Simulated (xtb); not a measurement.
A geometry relaxed with GFN2-xTB (xtb), charge 0, multiplicity 1:

```xyz
3

Mg     0.0000    -0.0006     0.0000
H     -1.6284    -0.0001     0.0000
H      1.6284     0.0006     0.0000
```

Write the SMILES of this molecule.

`[MgH2]`
